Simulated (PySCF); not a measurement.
Species: C6H10FP.
SMILES with atom numbers: `[CH3:1][C:2]1=[C:3]([F:4])[CH2:5][P:6]([CH3:7])[CH2:8]1`

Structure used (GFN2-xTB), in Å, numbered top down from 1:
```
atom  x, y, z in Å
C1     2.178   -0.732   -0.712
C2     1.003   -0.058   -0.087
C3     0.495    1.115   -0.435
F4     0.995    1.874   -1.440
C5    -0.667    1.672    0.317
P6    -1.314    0.229    1.316
C7    -2.262   -0.591   -0.048
C8     0.298   -0.697    1.075
H9     2.588   -0.117   -1.510
H10    2.951   -0.906    0.035
H11    1.888   -1.698   -1.125
H12   -1.437    2.072   -0.346
H13   -0.346    2.480    0.982
H14   -2.537   -1.595    0.268
H15   -3.176   -0.028   -0.230
H16   -1.674   -0.642   -0.964
H17    0.906   -0.614    1.982
H18    0.102   -1.759    0.910
```

Definitions: NICS(0) = −σiso at the ring centroid; NICS(1) = −σiso and NICS(1)zz = −σzz at ±1 Å along the ring normal z. Level: GIAO PBE0/pcSseg-1 (PySCF, non-relativistic, gas phase) on the GFN2-xTB geometry, one conformer.

Ring bond lengths (Å), with Mayer bond orders in brackets: C2–C3 1.325 (1.76), C3–C5 1.492 (1.05), C5–P6 1.870 (0.95), P6–C8 1.875 (0.96), C8–C2 1.501 (1.01).

Question: What do the NICS probes read (ppm)?

Answer: 
```csv
ring,type,NICS(0),"NICS(1), two faces","NICS(1)zz, two faces",rms pucker (Å),"centre to ring atoms, mean (Å)"
C2–C3–C5–P6–C8,"5-membered ring with P; formal bonds 1 double, 4 single",-5.4,-3.8 / -3.1,-2.6 / -2.0,0.11,1.36
```

Question: What do they say, and how far can they be read as aromaticity?

Answer: 
- C2–C3–C5–P6–C8: mean NICS(1)zz -2.3 ppm, near zero. C5, C8 have four or more neighbours, so the value isn't read as a sign of a π ring current.

Question: Give the inner angles of the rings and the Hirshfeld charges of the ring atoms.

Answer: 
- C2–C3–C5–P6–C8: C2 113.6° (-0.023 e), C3 119.7° (+0.071 e), C5 104.6° (-0.127 e), P6 90.8° (+0.152 e), C8 107.0° (-0.116 e); sum 535.7° against 540° for a flat convex ring.

Question: How shielded are the nuclei of the rings and their hydrogens (means over atoms taken as equivalent)?

Answer: 
```csv
atoms,environment,σ isotropic (ppm)
C2,fully substituted alkene carbon,69.5
C3,vinylic C–F carbon,21.4
C5,sp3 carbon bound to phosphorus,151.4
P6,phosphine phosphorus,375.3
C8,sp3 carbon bound to phosphorus,150.6
H12 (×2),methylene hydrogen,29.19
H17 (×2),methylene hydrogen,29.59
```
